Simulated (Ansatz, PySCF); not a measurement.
Gas-phase reaction (SMILES): N[Si](N)(Cl)Cl + 4 [H][H] (H2) → 2 Cl (HCl) + 2 N (NH3) + [SiH4] (SiH4); energy of full hydrogenation.

Each molecule is optimised on its own at B3LYP-D3(BJ)/def2-TZVP (Ansatz, an electronic-structure program), one conformer each, not searched for the lowest. Correlated levels leave the core frozen unless marked. No spin-orbit coupling. No relativistic terms. Basis-set limits of correlation are two-point, X^-3; Hartree-Fock from the larger set. [CCSD(T)-MP2]/basis is that difference in the basis named. Thermal terms are rigid-rotor harmonic-oscillator values from B3LYP-D3(BJ) frequencies (Ansatz or PySCF) at 298.15 K and 1 atm. 1 Eh = 627.5095 kcal/mol.

```json
[
 {"species": "N[Si](N)(Cl)Cl", "E, RI-MP2/CBS(aug-cc-pV(T+d)Z,aug-cc-pV(Q+d)Z)+[CCSD(T)-MP2]/aug-cc-pV(T+d)Z (Ansatz) (Eh)": "-1320.63061", "E, PBE/def2-TZVPD (Ansatz) (Eh)": "-1321.42066", "H - E (Eh)": "0.06501", "G - E (Eh)": "0.02550"},
 {"species": "[H][H] (H2)", "E, RI-MP2/CBS(aug-cc-pV(T+d)Z,aug-cc-pV(Q+d)Z)+[CCSD(T)-MP2]/aug-cc-pV(T+d)Z (Ansatz) (Eh)": "-1.17524", "E, PBE/def2-TZVPD (Ansatz) (Eh)": "-1.16589", "H - E (Eh)": "0.01336", "G - E (Eh)": "-0.00144"},
 {"species": "Cl (HCl)", "E, RI-MP2/CBS(aug-cc-pV(T+d)Z,aug-cc-pV(Q+d)Z)+[CCSD(T)-MP2]/aug-cc-pV(T+d)Z (Ansatz) (Eh)": "-460.37874", "E, PBE/def2-TZVPD (Ansatz) (Eh)": "-460.62833", "H - E (Eh)": "0.01000", "G - E (Eh)": "-0.01120"},
 {"species": "N (NH3)", "E, RI-MP2/CBS(aug-cc-pV(T+d)Z,aug-cc-pV(Q+d)Z)+[CCSD(T)-MP2]/aug-cc-pV(T+d)Z (Ansatz) (Eh)": "-56.50756", "E, PBE/def2-TZVPD (Ansatz) (Eh)": "-56.51037", "H - E (Eh)": "0.03799", "G - E (Eh)": "0.01614"},
 {"species": "[SiH4] (SiH4)", "E, RI-MP2/CBS(aug-cc-pV(T+d)Z,aug-cc-pV(Q+d)Z)+[CCSD(T)-MP2]/aug-cc-pV(T+d)Z (Ansatz) (Eh)": "-291.46108", "E, PBE/def2-TZVPD (Ansatz) (Eh)": "-291.72111", "H - E (Eh)": "0.03520", "G - E (Eh)": "0.01198"}
]
```

Problem. Work out ΔE and ΔH, ΔG, ΔS and the equilibrium constant at 298.15 K at the first level, then ΔH at the second.

Solution. 
1. ΔE = [2×(-460.37874) + 2×(-56.50756) + (-291.46108)] - [(-1320.63061) + 4×(-1.17524)] = 0.09789 Eh = 61.4 kcal/mol at RI-MP2/CBS(aug-cc-pV(T+d)Z,aug-cc-pV(Q+d)Z)+[CCSD(T)-MP2]/aug-cc-pV(T+d)Z.
2. The terms H - E add up to 0.01273 Eh, so ΔH = (0.09789 + (0.01273))×627.5095 = 69.4 kcal/mol.
3. The terms G - E add up to 0.00212 Eh, so ΔG = 62.8 kcal/mol, and ΔS = (0.01273 - (0.00212))×627509.5/298.15 = 22.3 cal/(mol K).
4. log10 K = -ΔG/(RT ln 10) = -46.0, with RT ln 10 = 1.3642 kcal/mol.
5. With ΔH and ΔS taken as constant, ΔG changes sign near ΔH/ΔS = 3110 K, a rough figure that leaves out heat capacities.
6. At PBE/def2-TZVPD the same steps give ΔE = 53.8 and ΔH = 61.8 kcal/mol, a shift of -7.6 from the first level.
7. These values are not checked against measurement here, since the tables used lack a sound gas-phase enthalpy of formation for at least one species.
